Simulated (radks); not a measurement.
The numbers below are computed, except where a source is named.
Charge is removed step by step from the 4f5/2 level of Nd3+, starting from [Xe] 4f(5/2: 3, 7/2: 0). Code: a radial shooting solver on a logarithmic mesh with Libxc functionals. Model: Dirac Kohn-Sham, BLYP, spin-unpolarised, spherical densities, point nucleus.

removed (e)  E - E(0) (eV)  eigenvalue (eV)  E minus straight line (eV)
0                    0.000          -30.748                       0.000
0.1                  3.164          -32.537                      -0.841
0.2                  6.508          -34.352                      -1.502
0.3                 10.035          -36.193                      -1.980
0.4                 13.748          -38.060                      -2.273
0.5                 17.648          -39.951                      -2.378
0.6                 21.739          -41.867                      -2.293
0.7                 26.022          -43.806                      -2.015
0.8                 30.501          -45.769                      -1.541
0.9                 35.177          -47.755                      -0.871
1                   40.053          -49.764                       0.000

Removing the whole electron costs 40.053 eV by Delta-SCF, against 30.748 eV from minus the eigenvalue at the starting occupation. Slater's transition state (half an electron removed) gives 39.951 eV. Integrating minus the eigenvalue over the occupation (Janak's theorem) gives 40.053 eV. The mean slope of the eigenvalue, de/dn, is 19.0 eV per electron. Ionisation energy of Nd3+ in the NIST Atomic Spectra Database: 40.60 eV (semi-empirical).

Beside tabulated values, note that spin-unpolarised runs miss the spin-polarisation part of the exchange energy of open shells.
